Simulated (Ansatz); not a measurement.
# Relative stability

Two relaxed structures of CH$_{4}$ClSn (charge +1), closed shell (PBE0-D4/def2-TZVP; forces vanish, vibrations not checked).

A:

Cl1  (-0.514, -1.520, 0.727)
C2  (-0.778, -0.310, -0.612)
Sn3  (0.823, 0.656, 0.366)
H4  (-1.771, 0.116, -0.516)
H5  (-0.584, -0.788, -1.567)
H6  (0.441, 1.662, 1.660)
H7  (2.382, 0.185, -0.057)
(Å)

B:

```xyz
7
angstrom
Cl -0.6212 -0.5797 0.8912
C -1.1255 -0.3361 -0.8319
Sn 1.8534 0.1776 1.3167
H -2.1569 -0.6779 -0.8695
H -0.4728 -0.9443 -1.4497
H -1.0405 0.7241 -1.0479
H 1.8533 0.5961 -0.3983
```

Computed with Ansatz 0.2.0 (basis: def2-TZVPP); correlated methods freeze the cores. Filled d shells of the heavier atoms are correlated. Core potentials replace the inner electrons of the atoms past krypton. The def2 sets are not built for correlating such inner shells, so the correlated values are less sure here. B3LYP uses VWN-RPA correlation.

Question: Which structure is lower at CCSD(T), and by how much? (To be estimated.)

Answer: The calculation gives: B, by 26.26 kcal/mol (electronic energy, against the other). By their contacts, A is CH₄ClSn ([CH2]1[Cl][SnH2]1), total charge +1 and B is CH₄ClSn ([CH3][Cl][SnH]), total charge +1.

All methods give the same order:

```
   method  E(B) − E(A) (kcal/mol)
   PBE-D4                  -28.62
r2SCAN-D4                  -26.38
  PBE0-D4                  -27.66
 B3LYP-D4                  -33.58
  wB97M-V                  -28.02
       HF                  -33.48
      MP2                  -26.92
     CCSD                  -27.96
  CCSD(T)                  -26.26
```

T1 diagnostic: at most 0.014.

Labels in which every atom is bracketed show which atoms are joined, not bond orders.

For scale, one of the runs: CCSD(T)/def2-TZVPP, 179 basis functions, launched by `ansatz run in.yaml --threads 2 --pin off --events-out ev --progress --plain --max-ram 4352MiB`. Time: 65 s of wall clock on 2 CPU threads of an Arm Neoverse V1; the host was shared. Peak host memory: 1.8 GiB.
